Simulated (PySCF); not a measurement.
## In⁺: ionisation energy

In⁺ [Kr] 4d10 5s2 (1S) → In²⁺ [Kr] 4d10 5s1 (2S), as a difference of total energies. Computed with PySCF 2.14 in ANO-RCC-VTZP (7s6p4d2f1g, 68 functions), with scalar relativity by spin-free X2C-1e. Correlated levels: valence: [Kr] 4d10 frozen; valence and next inner shell: [Ar] 3d10 frozen. The calculations carry no spin-orbit coupling.

```tsv
method	ionisation energy (eV)	error (eV)
UHF	17.022	-1.848
LDA	19.416	+0.546
PBE	18.973	+0.103
PBE0	18.659	-0.211
r2SCAN	18.693	-0.177
wB97X-V	18.555	-0.315
BP86	19.143	+0.273
MN15	18.829	-0.041
MP2 (valence)	17.625	-1.245
SCS-MP2 (valence)	17.746	-1.124
MP2 (valence and next inner shell)	18.840	-0.030
SCS-MP2 (valence and next inner shell)	18.750	-0.120
```

Reference: 18.870 eV (measured; NIST Atomic Spectra Database, ionization energies).

Errors of the correlated levels include the incompleteness of this basis and the frozen core.
